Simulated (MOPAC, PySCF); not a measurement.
[Zr(OCH3)(H)3], neutral singlet in the gas phase. 

Cartesian coordinates (Å):
```xyz
9

Zr    -0.1973     0.0386    -0.1218
O      1.6457     0.0471     0.2769
C      3.0201     0.0595     0.5718
H      3.6090     0.2469    -0.3516
H      3.3294    -0.9180     1.0001
H      3.2473     0.8597     1.3085
H     -0.6039     1.7804    -0.6799
H     -0.4176    -1.2337    -1.4796
H     -1.0595    -0.4374     1.4721
```
Charge 0, multiplicity 1.

All levels are single points at this geometry (BP86-D3(BJ)/def2-SVP); Pople sets use spherical d functions. Orbital energies aren't observables, and empty levels follow the basis.

TPSSh-D3(BJ)/def2-TZVP in PySCF gives gap (eV) = 5.28.

Task: Estimate the gap (eV) from each of these levels: PBE-D3(BJ)/def2-TZVP in PySCF; B3LYP/6-311+G** (LANL2DZ on Zr) in PySCF; B3LYP/6-31G* (LANL2DZ on Zr) in PySCF; B3LYP/LANL2DZ in PySCF; M06-2X/6-31G* (LANL2DZ on Zr) in PySCF; PBE/6-31G* (LANL2DZ on Zr) in PySCF; PM6 in MOPAC; PM7 in MOPAC.

Result: 
```tsv
level	gap (eV)
PBE-D3(BJ)/def2-TZVP in PySCF	3.98
B3LYP/6-311+G** (LANL2DZ on Zr) in PySCF	5.62
B3LYP/6-31G* (LANL2DZ on Zr) in PySCF	5.63
B3LYP/LANL2DZ in PySCF	5.63
M06-2X/6-31G* (LANL2DZ on Zr) in PySCF	7.92
PBE/6-31G* (LANL2DZ on Zr) in PySCF	3.88
PM6 in MOPAC	8.51
PM7 in MOPAC	10.96
```
